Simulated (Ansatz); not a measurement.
Computed with Ansatz on PBE0-D4/def2-TZVP structures; ΔE is electronic, products minus reactants. CCSD(T)/CBS is the MP2 limit (def2-TZVPP, def2-QZVPP) plus CCSD(T) − MP2 in def2-TZVPP, frozen cores. This one scheme is used for every species. DFT in def2-TZVPP. B3LYP here is the variant with VWN-RPA as its local correlation; programs differ in this. def2 core potentials past Kr. For Te outer-core shells are correlated without core-valence functions, which leaves a few kJ/mol of doubt a bond. One conformer a species, not always the lowest.

Consider the formal exchange of groups at a Te–C bond: `O=C[Te][SiH3]` + `OBO` → `OB(O)[Te][SiH3]` + `C=O`.

```csv
level,ΔE (kJ/mol),difference from CCSD(T)/CBS
PBE-D4,-19.9,18.7
r2SCAN-D4,-23.0,15.6
PBE0-D4,-34.6,4.0
B3LYP-D4,-26.8,11.8
ωB97X-V,-40.6,-2.0
ωB97M-V,-40.1,-1.5
B2PLYP,-28.7,9.9
PBE,-16.9,21.7
r2SCAN,-22.2,16.4
PBE0,-31.8,6.8
B3LYP,-21.9,16.7
HF/def2-TZVPP,-48.5,-9.9
MP2/def2-TZVPP,-42.2,-3.6
SCS-MP2/def2-TZVPP,-40.9,-2.3
CCSD/def2-TZVPP,-44.4,-5.8
CCSD(T)/def2-TZVPP,-40.4,-1.8
HF/def2-QZVPP,-47.4,-8.8
MP2/def2-QZVPP,-40.8,-2.2
SCS-MP2/def2-QZVPP,-39.8,-1.2
HF/CBS(def2),-47.3,-8.7
MP2/CBS(def2),-40.4,-1.8
CCSD/CBS(def2),-42.6,-4.0
CCSD(T)/CBS,-38.6,0
```

Largest T1 diagnostic among the species: 0.016.

The D4 term adds −4.9 kJ/mol with B3LYP and −2.7 kJ/mol with PBE0; it sums over pairs of atoms, weighted by their polarisabilities, and B3LYP, whose exchange is more repulsive, gets the larger term. From PBE to PBE0 (25 % exact exchange), in def2-TZVPP and without D4, ΔE moves by −14.9 kJ/mol.
